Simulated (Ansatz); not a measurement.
Consider the ligand exchange at a B–C bond: `CBCO` + HBr → `OCBBr` + CH₄.

Calculated with Ansatz (gas phase, PBE0-D4/def2-TZVP geometries, no zero-point term in ΔE). CCSD(T)/CBS is the MP2 limit (def2-TZVPP, def2-QZVPP) plus CCSD(T) − MP2 in def2-TZVPP, frozen cores. This one scheme is used for every species. Functionals use def2-TZVPP. HSE06 is defined as in plane-wave codes. For Br outer-core shells are correlated without core-valence functions, which leaves a few kJ/mol of doubt a bond. Scalar relativity is left out up to krypton. Each species was taken in one conformer, which may not be the lowest.

```
         level  ΔE (kcal/mol)  difference from CCSD(T)/CBS
   LDA (SPW92)          -22.3                          0.9
     revPBE-D4          -22.9                          0.3
    r2SCAN0-D4          -22.9                          0.3
      HSE06-D4          -22.6                          0.6
       r2SCAN0          -22.9                          0.3
         BHLYP          -21.7                          1.5
     CAM-B3LYP          -21.1                          2.1
   HF/def2-SVP          -21.5                          1.7
  MP2/def2-SVP          -23.9                         -0.7
CCSD/CBS(def2)          -22.5                          0.7
   CCSD(T)/CBS          -23.2                            0
```

(1) What do rigid-rotor, harmonic-oscillator terms from PBE0-D4/def2-TZVP frequencies (298.15 K, 1 bar) make of the CCSD(T)/CBS value? (Best estimate.)

Largest T1 diagnostic among the species: 0.011.

Answers

(1) Computed: ΔZPE = +2.4 kcal/mol, ΔH = -21.2 kcal/mol, ΔS = -18 J/(mol·K), ΔG = -19.9 kcal/mol.

In def2-TZVPP, CCSD(T) changes the Hartree–Fock value by −1.4 kcal/mol (the triples alone add −0.7 kcal/mol) and MP2 by −2.8 kcal/mol. Leaving LDA and LC-ωPBE aside and taking each functional with its dispersion term where it has one, the values, not all of them listed here, spread over 1.8 kcal/mol, from PBE-QIDH to CAM-B3LYP-D4.
